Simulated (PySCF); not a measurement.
**Basis and Hamiltonian dependence of the ionisation energy of Ag**

Ag [Kr] 4d10 5s1 (2S) → Ag⁺ [Kr] 4d10 (1S). Calculated with PySCF 2.14 from differences of total energies of unrestricted determinants, without spin-orbit coupling. Values in eV.

```tsv
basis	Hamiltonian	functions	UHF	r2SCAN	PBE0	MP2 (valence)	CCSD(T) (valence)	CCSD(T) (valence and next inner shell)
def2-SVP with the def2 core potential (28 electrons)	ECP	31	6.358	n/a	7.661	7.018	7.037	n/a
cc-pVDZ-PP with ECP28MDF	ECP	38	6.356	7.873	n/a	7.084	7.073	n/a
x2c-SVPall	spin-free X2C	53	6.342	7.726	n/a	6.951	n/a	n/a
x2c-TZVPall	spin-free X2C	63	6.354	n/a	7.629	7.079	n/a	n/a
ANO-RCC-VTZP	spin-free X2C	68	6.374	7.790	7.654	7.443	7.419	7.499
aug-cc-pwCVDZ-PP with ECP28MDF	ECP	70	6.368	7.911	7.707	7.424	7.370	7.489
x2c-TZVPPall	spin-free X2C	79	6.354	7.790	7.629	7.334	7.278	7.358
aug-cc-pVTZ-PP with ECP28MDF	ECP	88	6.365	7.906	7.705	7.486	7.450	n/a
def2-QZVPPD with the def2 core potential (28 electrons)	ECP	88	6.359	7.894	7.693	7.461	7.420	7.529
x2c-TZVPPall with one added diffuse shell each of s, p, d, f type	spin-free X2C	95	6.356	7.790	7.630	7.444	7.403	7.489
x2c-QZVPPall	spin-free X2C	118	6.355	7.786	7.629	7.480	n/a	n/a
aug-cc-pwCVTZ-PP with ECP28MDF	ECP	122	6.365	7.909	7.705	7.495	n/a	7.564
x2c-QZVPPall with one added diffuse shell each of s, p, d, f, g type	spin-free X2C	143	6.355	7.786	7.628	7.500	n/a	n/a
aug-cc-pV5Z-PP with ECP28MDF	ECP	197	6.365	7.909	7.705	7.539	n/a	n/a
```

Frozen in the all-electron rows: valence: [Kr]; valence and next inner shell: [Ar] 3d10; with a core potential, the same shells as far as they lie outside it.

Reference for a calculation without spin-orbit coupling: 7.576 eV (measured, between term centres; NIST).
